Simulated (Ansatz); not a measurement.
`[F][GeH][F]` radical, relaxed with UKS PBE0-D4/def2-TZVP in Ansatz from a PBE-D4/def2-SVP geometry. The force threshold is 0.005 eV/Å; the program also tests the step.

Charge 0, multiplicity 2.

Start:

```xyz
4

F    -0.498   -1.061   -1.096
Ge    0.190    0.353   -0.305
F    -1.074    0.885    0.797
H     1.383   -0.177    0.604
```

(1) By how much does the energy fall, and how many steps does the optimiser take? (An estimate is asked.)

(2) Which bonds change most? (Estimate.)

(3) Give the relaxed structure. (An estimate is asked.)

Answers

(1) Ansatz gave: 0.59 kcal/mol, in 5 steps.

(2) Ansatz gave: Ge2–F3 from 1.760 to 1.732 Å; F1–Ge2 from 1.760 to 1.732 Å; Ge2–H4 from 1.591 to 1.564 Å.

(3) Computed: 
```xyz
4

F    -0.495   -1.042   -1.079
Ge    0.189    0.343   -0.295
F    -1.062    0.871    0.781
H     1.368   -0.172    0.594
```
